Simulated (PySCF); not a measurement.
Spinor energies of Au⁴⁹⁺ (gold, charge +49)

Start: [Ar] 3d10 4s2. Calculated with PySCF 2.14 in an even-tempered Gaussian basis (16 s from 7.1 bohr⁻², ratio 2.8; 13 p from 9.3 bohr⁻², ratio 2.8; 8 d from 16 bohr⁻², ratio 2.8; 4 f from 37 bohr⁻², ratio 3): generalised Hartree-Fock with the X2C-1e Hamiltonian and a Gaussian nucleus; one run each with spin-orbit coupling (SO) switched off, then screened by Boettger's factors.

```
spinor shell  electrons  ε, spin-free (eV)  ε, screened SO (eV)  weight of nominal j (screened SO)  rms radius, screened SO (bohr)
       1s1/2          2           -83827.8             -83798.8                              1.000                          0.0190
       2s1/2          2           -17075.3             -17066.8                              1.000                          0.0767
       2p1/2          2           -15129.9             -16458.7                              1.000                          0.0649
       2p3/2          4           -15129.9             -14609.9                              1.000                          0.0729
       3s1/2          2            -5943.6              -5941.3                              1.000                           0.194
       3p1/2          2            -5365.2              -5674.9                              1.000                           0.185
       3p3/2          4            -5365.2              -5242.1                              1.000                           0.199
       3d3/2          4            -4767.3              -4822.8                              1.000                           0.173
       4s1/2          2            -2853.0              -2852.5                              1.000                           0.401
```

Question: Where does 3d5/2 lie, and what is the 3d spin-orbit splitting (screened SO)?

Answer: At -4729.5 eV, 93.255 eV above 3d3/2.

```csv
quantity,spin-free,screened SO
E (hartree),-17242.36205,-17270.63795
M_J,0,0
⟨J²⟩,0.000,0.000
⟨L²⟩,0.000,0.083
⟨S²⟩,0.000,0.083
```

Breit and QED terms are absent; they matter most for the inner s and p1/2 levels.

Densities and radii are taken from the X2C orbitals without a picture-change correction, which distorts them close to the nucleus.

Without spin-orbit coupling the j labels of p, d and f shells carry no meaning; the spin-free column gives the mean over the occupied spinors of each nl shell.
